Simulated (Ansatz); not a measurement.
Ansatz (a first-principles code) input for MgF, SMILES [F][Mg], multiplicity 2, PBE0-D3(BJ)/def2-TZVPD. 

Ansatz 0.2 input:
```yaml
crystal:
  periodic: [false, false, false]
  atoms:
    - {symbol: Mg, position_ang: [0.00000000, 0.00000000, -0.74187125]}
    - {symbol: F, position_ang: [0.00000000, 0.00000000, 0.98916167]}
basis:
  gaussian:
    orbitals: def2-TZVPD
hamiltonian:
  xc: pbe0
  dispersion: d3bj
magnetization: {spin_polarized: true, initial_magnetization: 1}
relax: {f_tol: 0.002, max_steps: 200}
```

Program output:

```
WARN ansatz: RAYON_NUM_THREADS=1 ignored (pool sized by the plan → 1); use --threads N
Functional definition: PBE0
integrals: 0.01 GiB planned
505 factors; their error is unknown
mean field: 0.20 GiB planned
mean field evaluation 1: about -8154.5166 eV, gradient 3.2e1 eV
mean field evaluation 2: about -8130.6799 eV, gradient 9.0e1 eV
mean field evaluation 4: about -8157.9591 eV, gradient 8.8e-1 eV
mean field evaluation 8: about -8158.0098 eV, gradient 2.3e-2 eV
mean field -8158.00977992 eV, -299.8013297145 hartree, gradient 4.6e-5 eV, S^2 0.750317; 0 other end points of the search recorded, 0 dependent functions left out
the calculation of the forces begins
reference -8158.00981416 eV, -299.8013309728 hartree; 11, 10 occupied and 64, 65 virtual orbitals, 505 factors
relax step   1: F+E_penalty+E_count = -8158.02095078 eV  Δ(F+E_penalty+E_count) = +0.000e0 eV  max|allowed force component| = 7.269e-1 eV/Å  Δτ_max = 0.0000 Å  (29 SCF iters, accepted)
these checks for a lower state are left out or cut short: starts, cluster_reference, orbital_swaps, neighbouring_geometries, increment
integrals: 0.01 GiB planned
505 factors; their error is unknown
mean field: 0.20 GiB planned
mean field evaluation 16: about -8157.9702 eV, gradient 2.9e-1 eV
mean field -8158.01738143 eV, -299.8016090648 hartree, gradient 1.3e-5 eV, S^2 0.750323; 0 other end points of the search recorded, 0 dependent functions left out
the calculation of the forces begins
reference -8158.01741565 eV, -299.8016103225 hartree; 11, 10 occupied and 64, 65 virtual orbitals, 505 factors
relax step   2: F+E_penalty+E_count = -8158.02855006 eV  Δ(F+E_penalty+E_count) = -7.599e-3 eV  max|allowed force component| = 4.402e-1 eV/Å  Δτ_max = 0.0065 Å  (30 SCF iters, accepted)
these checks for a lower state are left out or cut short: starts, cluster_reference, orbital_swaps, neighbouring_geometries, increment
integrals: 0.01 GiB planned
505 factors; their error is unknown
mean field: 0.20 GiB planned
mean field -8158.02210751 eV, -299.8017827451 hartree, gradient 1.3e-5 eV, S^2 0.750333; 0 other end points of the search recorded, 0 dependent functions left out
the calculation of the forces begins
reference -8158.02214170 eV, -299.8017840014 hartree; 11, 10 occupied and 64, 65 virtual orbitals, 505 factors
relax step   3: F+E_penalty+E_count = -8158.03327249 eV  Δ(F+E_penalty+E_count) = -4.722e-3 eV  max|allowed force component| = 2.682e-2 eV/Å  Δτ_max = 0.0103 Å  (31 SCF iters, accepted)
these checks for a lower state are left out or cut short: starts, cluster_reference, orbital_swaps, neighbouring_geometries, increment
integrals: 0.01 GiB planned
505 factors; their error is unknown
mean field: 0.20 GiB planned
mean field evaluation 32: about -8157.9746 eV, gradient 5.2e-2 eV
mean field -8158.02212667 eV, -299.8017834491 hartree, gradient 2.2e-5 eV, S^2 0.750333; 0 other end points of the search recorded, 0 dependent functions left out
the calculation of the forces begins
reference -8158.02216085 eV, -299.8017847052 hartree; 11, 10 occupied and 64, 65 virtual orbitals, 505 factors
relax step   4: F+E_penalty+E_count = -8158.03329140 eV  Δ(F+E_penalty+E_count) = -1.890e-5 eV  max|allowed force component| = 5.091e-4 eV/Å  Δτ_max = 0.0007 Å  (22 SCF iters, accepted)
integrals: 0.01 GiB planned
505 factors; their error is unknown
mean field: 0.20 GiB planned
mean field -8158.02212667 eV, -299.8017834491 hartree, gradient 2.2e-5 eV, S^2 0.750333; 1 other end points of the search recorded, 0 dependent functions left out
the calculation of the forces begins
reference -8158.02216085 eV, -299.8017847052 hartree; 11, 10 occupied and 64, 65 virtual orbitals, 505 factors
Total energy: -8158.03332558 eV, -299.8021950014 hartree
Atom 0 at    -0.000000    -0.000000    -0.759367 Å, force    -0.000000     0.000000    -0.000509 eV/Å
Atom 1 at     0.000000     0.000000     1.006658 Å, force     0.000000    -0.000000     0.000509 eV/Å
Dipole moment:     0.000000     0.000000    -0.679442 e Å
```

Self-consistency was reached.

Cost: around 5 core-seconds (rough).
